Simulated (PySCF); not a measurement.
**Two-component Hartree-Fock for I⁴⁵⁺ (iodine, charge +45)**

Start: [He] 2s2 2p4; 2p1/2 filled at m_j = -1/2, +1/2; 2p3/2 filled at m_j = +1/2, +3/2. Calculated with PySCF 2.14 in an uncontracted even-tempered set (17 s from 24 bohr⁻², ratio 2.4; 12 p from 31 bohr⁻², ratio 2.4; 5 d from 110 bohr⁻², ratio 2.6; 4 f from 170 bohr⁻², ratio 2.6): generalised Hartree-Fock with the X2C-1e Hamiltonian and a Gaussian nucleus; one run each with spin-orbit coupling (SO) switched off, then screened by Boettger's factors.

```csv
spinor shell,electrons,"ε, spin-free (eV)","ε, screened SO (eV)",weight of nominal j (screened SO),"rms radius, screened SO (bohr)"
1s1/2,2,-36872.1,-36860.3,1.000,0.0310
2s1/2,2,-8363.8,-8360.3,1.000,0.122
2p1/2,2,-7921.0,-8130.1,0.998,0.105
2p3/2,2,-7921.0,-7819.7,0.999,0.110
```

| quantity | spin-free | screened SO |
| --- | --- | --- |
| E (hartree) | -4788.22575 | -4796.91131 |
| M_J | 2 | 2 |
| ⟨J²⟩ | 6.000 | 6.000 |
| ⟨L²⟩ | 2.000 | 3.184 |
| ⟨S²⟩ | 2.000 | 1.413 |

Each row is a mean over spinors that exchange with the open shell spreads, by up to 61.271 eV (2s1/2).

Breit and QED terms are absent; they matter most for the inner s and p1/2 levels.

Densities and radii are taken from the X2C orbitals without a picture-change correction, which distorts them close to the nucleus.

Without spin-orbit coupling the j labels of p, d and f shells carry no meaning; the spin-free column gives the mean over the occupied spinors of each nl shell.
